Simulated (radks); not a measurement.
Values are calculated unless marked as measured or tabulated.
Question: These are the eigenvalues of the occupied orbitals of an atom or ion with whole-number occupations (eV). Level of theory: Dirac Kohn-Sham, PBEsol, spin-unpolarised, spherical densities, finite nucleus; Fermi nuclear charge, rms radius of each element as measured or else 0.836 A^(1/3) + 0.57 fm (a radial shooting solver on a logarithmic mesh with Libxc functionals).

| orbital | eigenvalue |
|---|---|
| 1s1/2 | -71551.17 |
| 2s1/2 | -12435.24 |
| 2p1/2 | -11904.55 |
| 2p3/2 | -10465.75 |
| 3s1/2 | -2913.016 |
| 3p1/2 | -2675.354 |
| 3p3/2 | -2362.928 |
| 3d3/2 | -1962.369 |
| 3d5/2 | -1894.521 |
| 4s1/2 | -642.9618 |
| 4p1/2 | -543.7160 |
| 4p3/2 | -470.7388 |
| 4d3/2 | -307.4789 |
| 4d5/2 | -293.9922 |
| 5s1/2 | -129.2789 |
| 5p1/2 | -98.8806 |
| 4f5/2 | -88.3676 |
| 5p3/2 | -87.4644 |
| 4f7/2 | -85.8474 |
| 5d3/2 | -46.5772 |
| 5d5/2 | -45.3293 |

Which element is it, and in what charge state? The configuration may be excited. Open shells, if any, are shared by 2j + 1.

Answer: Z = 75, rhenium, charge +4: Re4+ in [Xe] 4f14 5d3. The list shows which subshells hold electrons but not how many an open one holds; the 1s level, -2629.5 hartree, gives Z - s = 72.5 by -(Z - s)^2/2, which with screening and relativity narrows Z to a few neighbours, and the depths of the outer levels then fix element, charge and occupations together.
